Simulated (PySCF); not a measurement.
Start geometry of `C/C=C\O[SiH2]N1CCCC1` from GFN2-xTB (Å):
```
atom  x, y, z in Å
C1     3.8669    0.2748   -0.6608
C2     3.5989   -0.9464    0.1265
C3     2.4199   -1.2638    0.6675
O4     1.3689   -0.4982    0.5391
Si5   -0.0401   -0.5123    1.3974
N6    -0.9665    0.6620    0.5589
C7    -1.1029    0.6464   -0.8781
C8    -2.4603   -0.0103   -1.1387
C9    -3.2659    0.2569    0.1809
C10   -2.2733    1.0206    1.0573
H11    4.6323    0.8865   -0.1988
H12    4.1626    0.0531   -1.6732
H13    2.9130    0.9093   -0.7150
H14    4.4237   -1.6079    0.2737
H15    2.3123   -2.1780    1.2589
H16    0.1678    0.0348    2.7659
H17   -0.5490   -1.8745    1.4894
H18   -0.2934    0.1359   -1.3492
H19   -1.1318    1.6788   -1.2306
H20   -2.3720   -1.0796   -1.2848
H21   -2.9840    0.4026   -2.0201
H22   -4.1618    0.8088   -0.0249
H23   -3.5391   -0.6714    0.6241
H24   -2.3806    0.7925    2.0976
H25   -2.3932    2.0914    0.9149
```

Q: What comes out of this run: PBE0-D3(BJ)/def2-SVP geometry optimisation, gas phase in PySCF 2.14.0?

A: 
```
atom  x, y, z in Å
C1     4.0862    0.7759    0.1444
C2     3.4687   -0.4793   -0.3733
C3     2.3482   -1.0324    0.1023
O4     1.6468   -0.5138    1.1374
Si5    0.0484   -0.8933    1.5132
N6    -1.1536   -0.1902    0.5131
C7    -1.6278   -0.7134   -0.7529
C8    -3.0576   -0.1610   -0.8744
C9    -3.0808    1.0757    0.0490
C10   -1.6556    1.1658    0.6147
H11    5.1068    0.5965    0.5227
H12    4.1736    1.5386   -0.6478
H13    3.4873    1.1970    0.9634
H14    3.9587   -1.0044   -1.1986
H15    1.9528   -1.9634   -0.3286
H16   -0.1144   -0.3675    2.8908
H17   -0.0897   -2.3743    1.3816
H18   -1.5859   -1.8139   -0.7670
H19   -1.0074   -0.3506   -1.5976
H20   -3.7875   -0.9100   -0.5346
H21   -3.3063    0.0841   -1.9173
H22   -3.3650    1.9964   -0.4810
H23   -3.8046    0.9329    0.8646
H24   -1.6234    1.5231    1.6558
H25   -1.0484    1.8683    0.0086
```

The energy falls by 0.505 eV over 22 energy and gradient evaluations, the largest force component goes from 0.0419 to 2.7e-04 Eh/bohr, and the atoms move by 1.302 Å rms after alignment. Among the bonds, C3–O4 and C1–H13 change most and about equally (-0.048 to +0.047 Å). Bonds longer at the end by more than 0.005 Å: 19 of 25; shorter: 3. Among the angles that change most is O4–Si5–N6, from 101.6° to 116.3°. Among the dihedrals that turn most is C3–O4–Si5–N6, from -175° to -76°. Rotational constants go from 2649, 541.7, 496.5 to 2309, 504.5, 491.8 MHz. The orientation of the end geometry is arbitrary; only internal coordinates are fixed.

The run used 219 basis functions and 168 SCF cycles in all.

No frequency check. One conformer, not necessarily the lowest.
